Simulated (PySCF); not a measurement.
PySCF 2.14 output of an unrestricted MN15 calculation on a single atom or ion in aug-cc-pVDZ-PP with ECP60MDF (5s5p4d2f, 54 functions), with a scalar-relativistic core potential:

```
SCF conv_tol = 1e-09
number electrons alpha = 9  beta = 4
    H. S. Yu, X. He, S. L. Li, and D. G. Truhlar.,  Chem. Sci. 7, 5032-5051 (2016)
    H. S. Yu, X. He, S. L. Li, and D. G. Truhlar.,  Chem. Sci. 7, 5032-5051 (2016)
cycle= 1 E= -66.9061815724551  delta_E= -0.0055  |g|= 0.0149  |ddm|= 0.278
cycle= 2 E= -66.9063553954959  delta_E= -0.000174  |g|= 0.00522  |ddm|= 0.107
cycle= 3 E= -66.9063699512095  delta_E= -1.46e-05  |g|= 0.00124  |ddm|= 0.0243
cycle= 4 E= -66.9063712686055  delta_E= -1.32e-06  |g|= 5.67e-05  |ddm|= 0.00769
cycle= 5 E= -66.906371272069  delta_E= -3.46e-09  |g|= 3.82e-06  |ddm|= 0.000205
cycle= 6 E= -66.9063712720826  delta_E= -1.35e-11  |g|= 3.19e-07  |ddm|= 1.45e-05
converged SCF energy = -66.9063712720826  <S^2> = 8.7517976  2S+1 = 6.0005992
```

The run itself started from symmetry-adapted Hartree-Fock orbitals and held the occupation by maximum overlap, on a logarithmic radial grid, so the iterations belong to that start.

Problem. Which element, charge and spin multiplicity is this?

Solution. W⁺ (tungsten, charge +1), multiplicity 6; the state was [Xe] 4f14 5d4 6s1, high-spin 6D determinant.

Energies and moments cover only the electrons outside the core potential. Spin-orbit coupling, absent here, splits the open shell strongly.
